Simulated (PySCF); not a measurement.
## Bond energies at PBE0/def2-TZVPP beside a composite method

PySCF, lowest determinants of a PBE0 search. The composite is CCSD(T) extrapolated to the basis-set limit from two correlation-consistent sets, with core-valence (CV) and scalar-relativistic (SR) terms as its label shows; it has no spin–orbit coupling and nothing beyond (T).

| species | state (unpaired electrons) | De PBE0 (eV) | De composite (eV) | composite | dissociates to |
| --- | --- | --- | --- | --- | --- |
| BN | triplet (σ ↑, π ↑) | 4.81 | 4.54 | CCSD(T)/CBS(TQ)+CV+SR | B + N |
| Rb2 | singlet (closed shell) | 0.45 | 0.51 | CCSD(T)/CBS(DT) | Rb + Rb |
| PbS | singlet (closed shell) | 4.62 | 4.69 | CCSD(T)/CBS(DT)+CV | Pb + S |
| CI | doublet (π ↑) | 3.11 | 2.96 | CCSD(T)/CBS(TQ)+CV | C + I |
| TeS | triplet (π ↑↑) | 3.69 | 3.57 | CCSD(T)/CBS(TQ) | Te + S |
| CdF | doublet (σ ↑) | 2.41 | 2.54 | CCSD(T)/CBS(DT) | Cd + F |
| K2 | singlet (closed shell) | 0.50 | 0.55 | CCSD(T)/CBS(DT) | K + K |
| NaCl | singlet (closed shell) | 4.03 | 4.15 | CCSD(T)/CBS(DT)+CV+SR | Na + Cl |

Does PBE0 bind more or less than the composite, by how much on average, and where is the difference largest?

PBE0/def2-TZVPP binds about as much on average, method and basis taken together: the mean signed difference is +0.01 eV and the mean absolute one 0.12 eV; it is largest for BN (+0.27 eV).

The molecules are drawn from runs that passed checks on state, spin purity and fit, so the hardest cases are missing and the errors look smaller than over all diatomics.

Correlated steps freeze the inner cores (2 to 28 orbitals); shallow outer-core shells are correlated. Closed-shell solutions of metal pairs were not tested for spin polarisation, which can lower them a little. Weak bonds: Rb2. Basis-set superposition, not corrected here, can be much of De in a small basis, most of all at correlated wavefunction levels. Functionals without a dispersion term scatter widely for such bonds, and LDA overbinds them. Spin–orbit coupling is left out, which matters for elements this heavy, above all for dissociation energies. Where the molecule has an RHF reference, its open-shell atoms are computed with UHF. The CCSD T1 diagnostic is raised in BN, CI, PbS, a sign that a single reference may not be enough there. States were picked by a PBE0 search and need not be the measured ground states.
